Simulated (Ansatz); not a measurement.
`F[SiH2]O[SiH2]Cl` + `NBO` → `NBO[SiH2]Cl` + `O[SiH2]F`  (ligand exchange at the Si–O bond)

Computed with Ansatz on PBE0-D4/def2-TZVP structures; ΔE is electronic, products minus reactants. CBS: MP2 limit from def2 TZ/QZ plus the TZ coupled-cluster correction, frozen cores. This one scheme is used for every species. DFT in def2-TZVPP. Each species was taken in one conformer, which may not be the lowest.

Question: Is it downhill or uphill in electronic energy at CCSD(T)/CBS, and by how much? (Best estimate.)

Answer: The calculation gave: Uphill: ΔE = +13.5 kJ/mol.

Question: What do these levels give: revPBE-D4, B2PLYP, BLYP, CCSD(T)/def2-SVP, HF/def2-TZVPP, SCS-MP2/def2-TZVPP? (Estimate.)

Answer: The calculation gave: revPBE-D4 12.7, B2PLYP 12.7, BLYP 11.5, CCSD(T)/def2-SVP 16.8, HF/def2-TZVPP 15.7, SCS-MP2/def2-TZVPP 13.2 kJ/mol.

Largest T1 diagnostic among the species: 0.012.

At CCSD(T), def2-SVP lies +3.3 kJ/mol from the extrapolated value and def2-TZVPP −0.8 kJ/mol. Leaving LDA and LC-ωPBE aside and taking each functional with its dispersion term where it has one, the values, not all of them listed here, spread over 4.4 kJ/mol, from B97M-V to BHLYP-D4.
